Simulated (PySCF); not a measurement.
## How methods differ on the ionisation energy of Hg⁷⁶⁺

Hg⁷⁶⁺ [He] 2s2 → Hg⁷⁷⁺ [He] 2s1 [2s1/2^1, M_J = 1/2], as a difference of total energies. Calculation: PySCF 2.14, in an even-tempered Gaussian basis (16 s from 67 bohr⁻², ratio 2.4; 13 p from 87 bohr⁻², ratio 2.4; 5 d from 270 bohr⁻², ratio 2.6; 4 f from 410 bohr⁻², ratio 2.6); the two-component X2C-1e Hamiltonian. Correlated levels: nothing frozen; the 28 highest virtual spinors dropped. "Screened" scales the spin-orbit matrix elements by Boettger's factors to mimic the two-electron term; Breit and QED terms are absent.

```
                    method  ionisation energy (eV)
          GMP2 (spin-free)                 23208.9
 GHF (screened spin-orbit)                 23204.6
GMP2 (screened spin-orbit)                 23211.2
```

Q: How much does correlation contribute at GMP2 (screened spin-orbit)?

A: 23211.2 − (23204.6) = 6.6 eV, measured against GHF (screened spin-orbit).

For this ion Breit and QED terms and the two-electron picture change, all absent here, outweigh the correlation shift from GHF to GMP2.

For comparison: 23170 ± 110 eV (theoretical estimate listed by NIST; NIST Atomic Spectra Database, ionization energies).
